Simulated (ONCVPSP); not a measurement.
# Reading a pseudo-wave (nitrogen)

Columns: radius, all-electron u(r) and pseudo u(r) of the 2p shell (level -7.44 eV) of nitrogen in the configuration [He] 2s1.5 2p3.5; LDA (Perdew-Wang 92), scalar-relativistic, ONCV scheme, ONCVPSP 4.0.1.

| r (bohr) | all-electron | pseudo |
| --- | --- | --- |
| 0.082 | 0.0523 | 0.0203 |
| 0.165 | 0.1629 | 0.0798 |
| 0.248 | 0.2881 | 0.1712 |
| 0.330 | 0.4058 | 0.2825 |
| 0.413 | 0.5098 | 0.4044 |
| 0.495 | 0.5946 | 0.5221 |
| 0.578 | 0.6620 | 0.6281 |
| 0.660 | 0.7116 | 0.7127 |
| 0.742 | 0.7462 | 0.7737 |
| 0.825 | 0.7680 | 0.8109 |
| 0.908 | 0.7787 | 0.8261 |
| 0.990 | 0.7802 | 0.8237 |
| 1.072 | 0.7747 | 0.8091 |
| 1.155 | 0.7633 | 0.7868 |
| 1.238 | 0.7474 | 0.7611 |
| 1.320 | 0.7284 | 0.7350 |
| 1.402 | 0.7069 | 0.7093 |
| 1.485 | 0.6834 | 0.6839 |
| 1.568 | 0.6588 | 0.6588 |
| 1.650 | 0.6337 | 0.6336 |
| 1.733 | 0.6079 | 0.6079 |
| 1.815 | 0.5825 | 0.5824 |
| 1.898 | 0.5569 | 0.5568 |
| 1.980 | 0.5319 | 0.5319 |
| 2.062 | 0.5075 | 0.5075 |
| 2.145 | 0.4834 | 0.4834 |

Q: How many radial nodes do the two functions have?

A: The all-electron 2p function has n − l − 1 = 0; the pseudo-wave has 0.

Q: At about which radius was the pseudo-wave matched?

A: 1.65 bohr. The columns agree to 0.0005 from 1.49 bohr on; several derivatives are matched, so the curves merge somewhat inside the radius.

Q: Where does each function peak?

A: Outermost all-electron maximum near 0.99 bohr, pseudo maximum near 0.91 bohr (to the table’s step).

Q: Is the pseudo-wave norm-conserving?

A: Yes: the ONCV scheme keeps the norm inside the radius equal to the all-electron one, which fixes the energy derivative of the logarithmic derivative at the level.
